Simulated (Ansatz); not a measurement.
Si₃Ni was relaxed with r2SCAN-D4 (def2-SVP) in Ansatz in these states: neutral quintet, neutral singlet, neutral triplet. The geometries follow in no particular order.

A:

```xyz
4

Ni   -0.9321    0.3023   -0.6897
Si    0.5028   -1.2915   -0.1086
Si    1.1363    0.9417   -0.6506
Si   -0.7070    0.0476    1.4488
```

B:

```csv
atom,x (Å),y (Å),z (Å)
Ni1,0.526,-0.683,-0.758
Si2,-0.563,0.731,0.811
Si3,0.996,-0.769,1.324
Si4,-0.959,0.722,-1.377
```

C:

```
atom   x (Å)   y (Å)   z (Å)
 Ni1   1.095   0.107  -0.670
 Si2  -1.205  -0.117   0.737
 Si3   0.771  -1.254   0.938
 Si4  -0.662   1.264  -1.004
```

Task: Judge from the bond lengths which geometry belongs to which state (an estimate).

Result: A is the neutral quintet (Ni1–Si2 2.222 Å, Si2–Si3 2.384 Å, Si2–Si4 2.384 Å); B is the neutral singlet (Ni1–Si2 2.375 Å, Si2–Si3 2.223 Å, Si2–Si4 2.223 Å); C is the neutral triplet (Ni1–Si2 2.705 Å, Si2–Si3 2.288 Å, Si2–Si4 2.288 Å).

At PBE0-D4/def2-TZVP a singlet lies 0.97 eV below the neutral quintet. At PBE0-D4/def2-TZVP a singlet lies 0.31 eV below the neutral triplet. These are the stationary points nearest to one start from a short search; other shapes may lie lower in each state.
